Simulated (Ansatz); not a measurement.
Born–Oppenheimer molecular dynamics of CH2BF4O (9 atoms, charge 0, multiplicity 2). It starts at the highest image of a converged band, a first-order saddle point between two minima.

Level of theory: UKS B3LYP/def2-SVP (Ansatz 0.2.0).

```json
{
  "ensemble": "NVE (velocity Verlet)",
  "time step": "0.5 fs",
  "steps asked": "200",
  "starting velocities drawn for": "300 K",
  "seed": "4525"
}
```

First frame:

```xyz
9
Properties=species:S:1:pos:R:3
B -0.072 -0.011 -0.059
H 0.029 -0.023 1.400
O 0.895 -0.418 -0.893
H 1.704 -0.725 -0.465
F -1.215 0.421 -0.558
C 0.055 -0.043 2.798
F -0.638 -1.090 3.242
F 1.320 -0.142 3.211
F -0.479 1.079 3.270
```

(1) What does the run give?

(2) What happens to the structure?

(3) How do temperature and energy run in time?

Results:

(1) The run went to its last step.

```json
{
  "steps done": "200",
  "time covered": "100 fs",
  "mean temperature over the second half": "521 K",
  "spread of the potential energy over the second half": "9.6 meV per atom",
  "mean potential energy of the second half above the start": "-22.2 meV per atom"
}
```

The conserved energy stayed within 0.24 meV per atom of its start (net change 0.11 meV per atom), so the integration is sound. The kinetic energy rose, since the run started high on the potential surface and went downhill. It ends in pieces (BFHO + CHF3), so much of that is their flight and rotation, not heat. A run of 0.1 ps of so small a system gives no equilibrium averages.

(2) Between its relaxed ends the band would form H2–C6 and break B1–H2. These pairs go: H2–C6 1.40 → 1.18 Å, B1–H2 1.46 → 3.04 Å. In the last frame they stand as after the step (other bonds may differ from the relaxed reactants and products). It ends as BFHO + CHF3. Pairs count as bonded within 1.25 times the sum of covalent radii (0.12 Å more for H–H). The details hang on the random start.

(3) 
```tsv
time (fs)	T (K)	potential energy less start (eV)	conserved less start (meV/atom)
0	300	0.000	0.00
8	205	0.087	0.08
16	312	-0.012	-0.10
24	416	-0.106	-0.04
32	315	-0.013	0.07
40	276	0.023	0.21
48	540	-0.218	-0.05
56	391	-0.082	0.05
64	460	-0.145	0.01
72	665	-0.330	-0.04
80	450	-0.135	0.09
88	492	-0.172	0.13
96	699	-0.362	-0.09
```

Time of the run: 6.1 min on 4 threads of Arm Neoverse V2, on a shared host, peak memory 0.34 GiB.
